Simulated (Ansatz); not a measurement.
Cost and result for the atomization energy of CH$_{8}$O$_{2}$Si$_{2}$ (`OCO[SiH2][SiH3]`) (13 atoms, 12 bonds).

Cartesian coordinates in Å:
```
O -1.540 -1.878 1.642
C -1.170 -1.149 0.529
O -0.802 0.154 0.906
Si -0.117 1.263 -0.107
Si 1.964 0.557 -0.937
H -2.299 -1.447 2.046
H -0.321 -1.682 0.086
H -1.985 -1.089 -0.208
H -1.022 1.539 -1.263
H 0.027 2.502 0.695
H 1.825 -0.701 -1.721
H 2.932 0.320 0.168
H 2.509 1.610 -1.837
```

The species carries charge 0 and has multiplicity 1. All single points use the PBE0-D4/def2-TZVP geometry. It is one conformer, not always the lowest. Program: Ansatz. All runs use 4 threads of an Arm Neoverse V1 on a shared host. Times are those of one run each, without the atoms' runs, and a repeat can differ threefold. Electronic energies, without spin–orbit coupling; frozen cores. CCSD(T)/CBS adds CCSD(T) − MP2 in def2-TZVPP to the MP2 limit, and its time is that of the two runs behind it. T1 = 0.012. B3LYP takes the VWN-RPA correlation (the form of Gaussian; ORCA's B3LYP/G).

CCSD(T)/CBS is a level of theory with its own doubt, some kJ/mol a heavy atom from the limit and from the frozen cores, so smaller differences don't rank the functionals.

| level | functions | wall time | atomization (kJ/mol) | difference from CCSD(T)/CBS | per bond |
| --- | --- | --- | --- | --- | --- |
| BLYP-D4/def2-TZVPP | 289 | 2.8 s | 4401.0 | -35.3 | -2.9 |
| r2SCAN-D4/def2-TZVPP (with forces) | 289 | 6 s | 4425.9 | -10.4 | -0.9 |
| B3LYP-D4/def2-TZVPP (with forces) | 289 | 6.5 s | 4416.4 | -19.9 | -1.7 |
| r2SCANh-D4/def2-TZVPP | 289 | 6.5 s | 4397.9 | -38.4 | -3.2 |
| B2PLYP/def2-TZVPP | 289 | 7.5 s | 4365.2 | -71.1 | -5.9 |
| PBE-QIDH/def2-TZVPP | 289 | 7.5 s | 4364.9 | -71.4 | -6.0 |
| CCSD(T)/def2-SVP | 118 | 8 s | 4136.8 | -299.5 | -25.0 |
| ωB97X-V/def2-TZVPP | 289 | 11 s | 4450.8 | 14.5 | 1.2 |
| B97M-V/def2-TZVPP | 289 | 13 s | 4429.6 | -6.7 | -0.6 |
| ωB97M-V/def2-TZVPP (with forces) | 289 | 16 s | 4430.7 | -5.6 | -0.5 |
| MP2/def2-QZVPP | 551 | 33 s | 4423.9 | -12.4 | -1.0 |
| CCSD(T)/def2-TZVPP | 289 | 4.8 min | 4314.3 | -122.0 | -10.2 |
| CCSD(T)/CBS(def2) | – | 5.3 min | 4436.3 | 0.0 | 0.0 |

At CCSD(T), def2-SVP lies −299.6 kJ/mol from the extrapolated value and def2-TZVPP −122.0 kJ/mol: correlation converges slowly with the basis, and small sets miss more of it in the bonded molecule than in its fragments. From BLYP to BHLYP (50 % exact exchange), in def2-TZVPP and without D4, the atomization energy moves by −74.8 kJ/mol: exact exchange takes away binding that semilocal exchange gives to molecules. In def2-TZVPP, CCSD(T) changes the Hartree–Fock value by +1109.0 kJ/mol (the triples alone add +56.2 kJ/mol) and MP2 by +1145.8 kJ/mol; breaking electron pairs costs correlation energy, which Hartree–Fock lacks.
